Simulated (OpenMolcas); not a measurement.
**Ionisation energies of strontium**

* Program: OpenMolcas 26.06
* Basis: ANO-RCC-VTZP [7s6p3d1f]
* Scalar Hamiltonian: DKH2, point nucleus
* Spin-orbit coupling: RASSI with atomic mean-field integrals over the reference wave functions, term energies averaged over their components

Active shells in each charge state: the valence s, p shells, with orbitals averaged over the low states. Where CASPT2's correlated closed shells are named, they are those of the first ion.

A. CASSCF
B. SS-CASPT2, IPEA 0.25 Eh, imaginary shift 0.1 Eh (closed shells correlated: 4s 4p)
C. SS-CASPT2, IPEA 0 Eh, imaginary shift 0.1 Eh (closed shells correlated: 4s 4p)
D. SS-CASPT2, IPEA 0.25 Eh, imaginary shift 0.1 Eh (closed shells correlated: none)
E. SS-CASPT2, IPEA 0.25 Eh, imaginary shift 0.1 Eh (closed shells correlated: 3d 4s 4p)

Energies in eV between the lowest computed levels, named as in B; reference values from the NIST Atomic Spectra Database with their kind.

```tsv
From	To	A	B	C	D	E	Spin-orbit share in B	Reference
Sr 5s2 1S0	Sr+ 5s 2S 1/2	5.393	5.549	5.546	5.422	5.553	+0.000	5.695 (measured)
Sr+ 5s 2S 1/2	Sr2+ 4p6 1S0	10.441	10.885	10.918	10.441	10.894	+0.000	11.030 (measured)
```

Error against the reference values, in %:

```tsv
From	Reference	A	B	C	D	E
Sr	measured	-5.3	-2.6	-2.6	-4.8	-2.5
Sr+	measured	-5.3	-1.3	-1.0	-5.3	-1.2
```

Mean absolute error over the 2 measured values: A 0.45 eV, B 0.15 eV, C 0.13 eV, D 0.43 eV, E 0.14 eV.
